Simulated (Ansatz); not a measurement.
Program: Ansatz. Geometries: PBE0-D4/def2-TZVP. ΔE: electronic, gas phase. CCSD(T)/CBS is the MP2 limit (def2-TZVPP, def2-QZVPP) plus CCSD(T) − MP2 in def2-TZVPP, frozen cores. DFT in def2-TZVPP. B3LYP here is the variant with VWN-RPA as its local correlation; programs differ in this. HSE06 is defined as in plane-wave codes. For Ga outer-core shells are correlated without core-valence functions, which leaves a few kJ/mol of doubt a bond. Scalar relativity is left out up to krypton. One conformer a species, not always the lowest.

`[SiH3][Al]1[CH2][GaH]1` + `[SiH3]CS` → `[SiH3]CS[SiH3]` + `[CH2]1[AlH][GaH]1`  (cleavage of the Si–Al bond)

`[SiH3][Al]1[CH2][GaH]1`:

```xyz
10

Si    2.125    0.867    0.746
Al    0.201   -0.095   -0.434
C    -1.345   -1.119    0.018
Ga   -1.916    0.235   -1.488
H     2.571    2.151    0.140
H     3.276   -0.081    0.699
H     1.806    1.117    2.181
H    -1.710   -1.462    0.987
H    -1.649   -1.878   -0.732
H    -3.359    0.265   -2.117
```

`[SiH3]CS`:

Z-matrix (Å, degrees):
```
Si
C 1 1.878
H 1 1.489 2 110.7
H 1 1.484 2 109.8 3 121.0
H 1 1.488 2 108.8 3 -119.4
S 2 1.813 1 111.4 3 177.0
H 2 1.092 1 112.3 3 52.0
H 2 1.093 1 109.3 3 -67.0
H 6 1.343 2 97.3 1 -50.2
```

`[SiH3]CS[SiH3]`:

Cartesian coordinates in Å:
```
Si -0.288 1.351 -1.284
C -0.998 0.564 0.270
S 0.303 0.336 1.535
Si 1.005 -1.604 1.021
H 0.770 0.478 -1.852
H 0.292 2.672 -0.937
H -1.360 1.538 -2.302
H -1.500 -0.385 0.065
H -1.744 1.223 0.720
H 2.031 -1.938 2.038
H -0.115 -2.582 1.067
H 1.602 -1.652 -0.339
```

`[CH2]1[AlH][GaH]1`:

Cartesian coordinates in Å:
```
C -0.042 0.511 -0.642
Al 1.287 -0.643 0.093
Ga -0.886 -0.370 1.059
H -0.116 1.450 -0.049
H -0.361 0.741 -1.659
H 2.454 -1.596 -0.407
H -2.336 -0.093 1.606
```

```csv
level,ΔE (kJ/mol),difference from CCSD(T)/CBS
B97M-V,-43.0,-6.6
PBE0-D4,-30.0,6.4
B3LYP-D4,-37.0,-0.6
r2SCANh-D4,-34.0,2.4
CAM-B3LYP-D4,-38.7,-2.3
B2PLYP,-35.1,1.3
PBE-QIDH,-35.1,1.3
r2SCAN0,-34.1,2.3
HSE06,-26.1,10.3
HF/def2-TZVPP,-41.7,-5.3
CCSD(T)/CBS,-36.4,0
```

Largest T1 diagnostic among the species: 0.015.

The D4 term adds −7.1 kJ/mol with B3LYP and −3.7 kJ/mol with PBE0; it sums over pairs of atoms, weighted by their polarisabilities, and B3LYP, whose exchange is more repulsive, gets the larger term. Leaving LDA and LC-ωPBE aside and taking each functional with its dispersion term where it has one, the values, not all of them listed here, spread over 17.0 kJ/mol, from B97M-V to PBE-D4. LDA lies −3.5 kJ/mol from PBE without D4.

CCSD(T)/CBS has its own doubt, a few kJ/mol and more with outer-core shells, so smaller differences from it don't rank the levels.
